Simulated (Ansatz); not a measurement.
Basis-set series for C$_{6}$H$_{16}$BN (`BN(C(C)C)C(C)C`). The species carries charge 0 and has multiplicity 1. Geometry: relaxed with PBE0-D4/def2-TZVP. It is one conformer, not always the lowest.

Z-matrix (Å, degrees):
```
C
C 1 1.522
N 1 1.464 2 112.2
C 1 1.522 2 111.7 3 -126.9
H 1 1.093 2 107.7 3 115.0
H 2 1.093 1 112.0 3 65.4
H 2 1.092 1 110.7 3 -55.5
H 2 1.092 1 110.1 3 -175.3
C 3 1.471 1 116.2 2 -63.1
B 3 1.385 1 121.4 2 116.8
H 4 1.092 1 110.1 2 -57.8
H 4 1.093 1 112.0 2 61.5
H 4 1.092 1 110.7 2 -177.5
C 9 1.521 3 111.5 1 116.9
C 9 1.521 3 111.5 1 -117.6
H 9 1.094 3 106.9 1 -0.3
H 10 1.198 3 119.0 1 0.0
H 10 1.198 3 120.1 1 -180.0
H 14 1.092 9 110.5 3 63.7
H 14 1.092 9 110.9 3 -56.3
H 14 1.093 9 110.5 3 -176.5
H 15 1.093 9 110.5 3 176.4
H 15 1.092 9 110.5 3 -63.8
H 15 1.092 9 110.9 3 56.2
```

```csv
functional,basis,functions,energy (Eh),HOMO (eV),LUMO (eV)
PBE0-D4,def2-TZVPP,472,-317.64008,-7.23,0.24
PBE0-D4,def2-QZVPP,936,-317.65834,-7.24,0.15
ωB97M-V,def2-TZVPP,472,-317.84390,-9.54,1.98
ωB97M-V,def2-QZVPP,936,-317.86169,-9.54,1.59
```

**Question.** Give the rows for def2-SVP. (Estimate.)

**Answer.** Computed: 
```
functional     basis  functions  energy (Eh)  HOMO (eV)  LUMO (eV)
   PBE0-D4  def2-SVP        192   -317.29921      -7.21       0.50
   ωB97M-V  def2-SVP        192   -317.48060      -9.52       2.51
```

Positive LUMOs are unbound and depend on the basis.
